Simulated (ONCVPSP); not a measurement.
# Potentials for C compared

Generated with ld1.x 7.5 (TM, RRKJ, ultrasoft, PAW), atompaw 4.2 or ONCVPSP 4.0.1. The cutoff is in Ry: for ld1.x and atompaw files where the sum of valence levels is converged to 10 mRy in a Bessel basis, for ONCV files where the hardest occupied wave has 1 mHa per electron of residual kinetic energy. The error is the largest all-electron minus pseudo excitation energy over each file’s own four to seven test configurations (ionisations up to +4, promotions, holes and added fractions of an electron), all of which were solved. The labels leave out finer settings (local radius, basis sizes, second energies), which also bear on the numbers. Spin-polarised tests are not counted. The rows are a selection from randomly drawn settings: files with unsolved tests, undetermined cutoffs or missed reference levels are left out.

A true bound ghost makes a file unfit for plane-wave use even where its test errors are small: the radial tests pick states by their node count and pass the ghost by.

| potential | cutoff (Ry) | largest error (meV) | bound ghosts |
| --- | --- | --- | --- |
| ONCV, PBE, non-relativistic, rc 0.85/1.70 (sp), local s, core correction yes, reference 2s2 2p2, qcut 7.8/10.2, projectors 0/3 | 46 | +362 | none |
| ONCV, PBE, scalar-relativistic, rc 0.95/1.90/2.05 (spd), local smoothed, core correction yes, reference 2s2 2p2, qcut 8.9/7.5/5.5, projectors 3/3/1 | 40 | +552 | s |
| ONCV, LDA (Perdew-Zunger), scalar-relativistic, rc 1.15/1.75 (sp), local smoothed, core correction yes, reference 2s2 2p1.5, qcut 6/9.7, projectors 1/2 | 48 | +176 | none |
| ONCV, PBE, scalar-relativistic, rc 0.85/3.15/2.65 (spd), local s, core correction yes, reference 2s2 2p2, qcut 6.2/5.1/3.4, projectors 0/3/2 | 370 | +2444 | none |
| ONCV, PBE, scalar-relativistic, rc 0.80/1.50/1.55 (spd), local smoothed, core correction yes, reference 2s1.5 2p2.5, qcut 6.7/5.6/6.3, projectors 2/2/2 | 42 | +219 | none |

Q: Fill in the row for C: ONCV, PBEsol, scalar-relativistic, rc 1.20/1.70/1.30 (spd), local smoothed, core correction yes, reference 2s2 2p2, qcut 6.4/8.8/8.2, projectors 2/2/1.

A: cutoff 42 Ry, largest error +248 meV, bound ghosts: none.
